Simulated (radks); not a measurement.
Values are calculated unless marked as measured or tabulated.
Tm49+, configuration [Ar] 3d2 (the NIST ground configuration). Level of theory: Dirac Kohn-Sham, PBE, spin-unpolarised, spherical densities, finite nucleus; open shells fill j = l - 1/2 first; Fermi nuclear charge, rms radius 5.2256 fm (a radial shooting solver on a logarithmic mesh with Libxc functionals). Some entries of the table are withheld. Estimate them.

orbital,occ.,eigenvalue (eV),r(max) (bohr),<r> (bohr)
1s1/2,2,-62371.42,(1),0.02001
2s1/2,2,-13073.48,0.07184,0.08368
2p1/2,2,-12633.92,0.05386,0.06955
2p3/2,4,-11640.37,0.06010,0.07675
3s1/2,2,-4942.317,0.1958,0.2073
3p1/2,2,-4769.969,0.1830,(2)
3p3/2,4,-4524.881,0.1945,(3)
3d3/2,2,-4268.650,0.1506,0.1789
3d5/2,0,-4211.511,0.1538,0.1824

Answer. 
(1) 1s1/2 r(max) (bohr): 0.01261
(2) 3p1/2 <r> (bohr): 0.1958
(3) 3p3/2 <r> (bohr): 0.2071
